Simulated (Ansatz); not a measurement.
`CNCS[SiH3]` + `C[NH][AlH][F]` → `C[N]([SiH3])[AlH][F]` + `CNCS`  (ligand exchange at the Si–S bond)

Program: Ansatz. Geometries: PBE0-D4/def2-TZVP. ΔE: electronic, gas phase. CBS: MP2 limit from def2 TZ/QZ plus the TZ coupled-cluster correction, frozen cores. Functionals use def2-TZVPP. One conformer a species, not always the lowest.

`CNCS[SiH3]`:

Cartesian coordinates in Å:
```
C 1.444 1.766 0.685
N 1.610 0.540 -0.065
C 0.542 -0.383 0.021
S -1.073 0.269 -0.696
Si -2.227 -1.501 -0.559
H 1.320 1.524 1.744
H 0.577 2.364 0.372
H 2.343 2.375 0.585
H 1.856 0.726 -1.028
H 0.787 -1.293 -0.526
H 0.348 -0.628 1.067
H -2.400 -1.934 0.854
H -1.576 -2.620 -1.296
H -3.552 -1.205 -1.157
```

`C[NH][AlH][F]`:

Cartesian coordinates in Å:
```
C 0.577 0.464 1.054
N -0.428 0.369 0.016
Al -0.476 -0.780 -1.314
F -1.739 -0.681 -2.374
H 0.158 0.307 2.055
H 1.344 -0.300 0.904
H 1.086 1.435 1.052
H -1.154 1.061 0.120
H 0.633 -1.875 -1.512
```

`C[N]([SiH3])[AlH][F]`:

Cartesian coordinates in Å:
```
C 0.130 1.252 0.757
N -0.062 0.074 -0.090
Si 0.569 -1.409 0.539
Al -0.899 0.263 -1.641
F -1.117 -1.054 -2.607
H -0.299 2.147 0.295
H 1.193 1.455 0.932
H -0.350 1.130 1.735
H 0.281 -2.489 -0.435
H -0.053 -1.730 1.855
H 2.040 -1.305 0.764
H -1.433 1.666 -2.104
```

`CNCS`:

Z-matrix (Å, degrees):
```
C
N 1 1.446
H 1 1.091 2 109.5
H 1 1.103 2 114.1 3 -121.5
H 1 1.093 2 109.5 3 117.8
C 2 1.436 1 113.1 3 177.7
H 2 1.012 1 111.3 3 53.7
S 6 1.819 2 108.1 1 175.4
H 6 1.101 2 114.7 1 -63.8
H 6 1.093 2 108.4 1 56.7
H 8 1.341 6 96.6 2 144.8
```

(1) Is it downhill or uphill in electronic energy at CCSD(T)/CBS, and by how much? (Best estimate.)

(2) What do these levels give: PBE-D4, r2SCAN-D4, ωB97M-V, PBE0, HF/def2-TZVPP, CCSD/def2-TZVPP? (An estimate is asked.)

Largest T1 diagnostic among the species: 0.012.

Results:

(1) The calculation gave: Uphill: ΔE = +4.1 kcal/mol.

(2) Ansatz gave: PBE-D4 7.5, r2SCAN-D4 6.4, ωB97M-V 3.9, PBE0 6.4, HF/def2-TZVPP 2.5, CCSD/def2-TZVPP 2.8 kcal/mol.

In def2-TZVPP, CCSD(T) changes the Hartree–Fock value by +0.9 kcal/mol (the triples alone add +0.5 kcal/mol) and MP2 by +1.4 kcal/mol. From PBE to PBE0 (25 % exact exchange), in def2-TZVPP and without D4, ΔE moves by −1.2 kcal/mol.
